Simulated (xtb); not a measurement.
C₂H₆ClFSn, SMILES [CH3][Sn]([CH3])([F])[Cl]. All values are semi-empirical tight-binding results from xtb (GFN2-xTB unless named), good for trends rather than for accurate numbers. Geometry: GFN2-xTB. The structure was generated by enumeration; whether it is a known compound was not checked.

The geometry has at least one imaginary mode, so it is a saddle point at that level.

For metal compounds this method's bond lengths and energies can be far off.

Problem. Estimate the properties. (Estimate from the structure and the level; the computed values follow.)

Solution. 
The orbital gap is 3.56 eV.
